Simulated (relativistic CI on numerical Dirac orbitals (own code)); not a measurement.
# Crystal-field levels of Tc3+, 4d4

Calculated by Dirac-Coulomb-Breit CI, KLI orbitals optimised for each configuration, model QED (radiative potential, 1s self-energy scaled to tabulated hydrogen-like ionisation energies), valence Slater integrals scaled by 0.75, one configuration in a parametric crystal field (own radial code).

Field parameters in Wybourne normalisation: D4h B²₀ = −7Ds, B⁴₀ = 21(Dq − Dt), B⁴₄ = 21√(5/14) Dq. The field is a parameter set, without covalency.

S and J are read from ⟨S²⟩ = S(S + 1) and ⟨J²⟩ = J(J + 1) of each level; they are not fictitious spins.

D4h, 10Dq = 36250, Ds = -1500, Dt = 510 cm⁻¹, the lowest 16 levels:

```tsv
E (cm⁻¹)	Degeneracy	Irrep	S	J
0.0	1	A1	1.00	4.05
118	2	E	1.00	4.05
6585	1	A1	1.00	4.13
6620	1	A2	1.01	4.22
7039	1	B2	0.78	4.06
7077	2	E	1.00	4.01
7263	1	B1	0.91	3.87
8680	1	B2	0.44	4.29
9196	1	B1	0.23	4.44
13917	1	A1	0.02	4.32
14919	2	E	0.02	4.51
20231	1	B1	2.00	2.98
20231	1	B2	2.00	2.98
20240	2	E	2.00	2.95
20243	1	A1	2.00	2.94
23667	1	B1	2.00	2.98
```

D4h, 10Dq = 36250, Ds = 3000, Dt = 510 cm⁻¹, the lowest 10 levels:

```tsv
E (cm⁻¹)	Degeneracy	Irrep	S	J
0.0	1	A1	0.99	4.22
255	1	A2	1.01	4.20
683	2	E	1.00	4.05
1187	1	B1	1.00	3.81
1200	1	B2	1.00	3.86
5462	1	A1	0.10	4.40
6902	2	E	0.94	4.08
7096	1	A1	0.98	3.97
8895	2	E	0.17	4.48
12788	1	B1	2.00	2.99
```

D4h, 10Dq = 36250, Ds = 2590, Dt = 510 cm⁻¹, the lowest 10 levels:

```
E (cm⁻¹)  Degeneracy  Irrep     S     J
     0.0           1     A1  1.00  4.23
     244           1     A2  1.01  4.20
     663           2      E  1.00  4.06
    1170           1     B1  1.00  3.81
    1181           1     B2  1.00  3.85
    5703           1     A1  0.89  4.04
    5764           2      E  0.98  4.04
    6597           1     A1  0.28  4.35
    8816           2      E  0.09  4.50
   13181           1     B1  2.00  2.99
```

D4h, 10Dq = 36250, Ds = 2180, Dt = 510 cm⁻¹, the lowest 16 levels:

```tsv
E (cm⁻¹)	Degeneracy	Irrep	S	J
0.0	1	A1	1.00	4.25
248	1	A2	1.01	4.20
655	2	E	1.00	4.07
1168	1	B1	1.00	3.81
1176	1	B2	1.00	3.85
4606	2	E	0.99	4.02
4620	1	A1	0.99	3.94
7404	1	A1	0.06	4.45
8787	2	E	0.06	4.51
12381	1	B2	0.02	4.49
13333	1	B1	0.07	4.57
13594	1	B1	1.98	3.00
13603	2	E	2.00	2.98
13634	1	A2	1.99	2.95
13634	1	A1	1.99	2.95
20941	1	A1	0.03	3.88
```

D4h, 10Dq = 36250, Ds = 1770, Dt = 510 cm⁻¹, the lowest 10 levels:

| E (cm⁻¹) | Degeneracy | Irrep | S | J |
| --- | --- | --- | --- | --- |
| 0.0 | 1 | A1 | 1.00 | 4.27 |
| 273 | 1 | A2 | 1.01 | 4.20 |
| 657 | 2 | E | 1.00 | 4.08 |
| 1185 | 1 | B1 | 1.00 | 3.81 |
| 1190 | 1 | B2 | 1.00 | 3.85 |
| 3462 | 2 | E | 0.99 | 3.99 |
| 3492 | 1 | A1 | 1.00 | 3.91 |
| 8229 | 1 | A1 | 0.04 | 4.49 |
| 8789 | 2 | E | 0.04 | 4.51 |
| 11248 | 1 | B2 | 0.02 | 4.49 |

The free-ion ground term has S = 2. The field overcomes the spin-pairing energy for D4h, 10Dq = 36250, Ds = -1500, Dt = 510 cm⁻¹; D4h, 10Dq = 36250, Ds = 3000, Dt = 510 cm⁻¹; D4h, 10Dq = 36250, Ds = 2590, Dt = 510 cm⁻¹; D4h, 10Dq = 36250, Ds = 2180, Dt = 510 cm⁻¹; D4h, 10Dq = 36250, Ds = 1770, Dt = 510 cm⁻¹, where the ground state has lower spin; these fields are assumed values.

Levels of this model without a field, named by their leading LS term (the scale mimics covalency, so terms lie below those of the real free ion): 5D_0 0, 5D_1 337, 5D_2 916, 5D_3 1652, 5D_4 2495, 3P_0 13377, 3H_4 13513, 3H_5 14298 cm⁻¹.
